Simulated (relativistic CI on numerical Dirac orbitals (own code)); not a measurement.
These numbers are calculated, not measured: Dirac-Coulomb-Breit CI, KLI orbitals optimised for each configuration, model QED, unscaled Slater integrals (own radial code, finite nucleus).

The strongest absorption lines from the ground level of an ion, among the configurations computed and to levels below about 74900 eV (vacuum wavelength in Å, gf): 0.1656 (0.0089), 0.1676 (0.016), 0.1714 (0.033), 0.1718 (0.014), 0.1801 (0.088), 0.1813 (0.041), 0.2105 (0.43), 0.2161 (0.24).

(1) Which ion is it?
A. Ta⁶⁹⁺
B. Ta⁷¹⁺
C. Ho⁶⁵⁺
D. Pm⁵⁹⁺

## Answers

(1) B. Ta⁷¹⁺ has 2 electrons and the ground level 1s2 1S_0; the strongest line goes to 1s 2p 1P°_1. The pattern of lines fixes the number of electrons, and along that sequence the line energies rise steadily with the charge (about as its square where n changes within one kind of shell, about linearly where n is kept but much faster in heavy ions where fine structure, which grows about as Z⁴, sets the gap, and irregularly where shells cross), which fixes Z. Configurations outside the model, such as inner-shell arrays, can give stronger lines. At this charge energies of transitions that change n are usually good to better than 1 %, and those within a shell (Δn = 0) to a few per cent.

LS names give the leading component of a level, which can be under half, so a name can repeat, a term be missing and a line seem to break the LS rules.
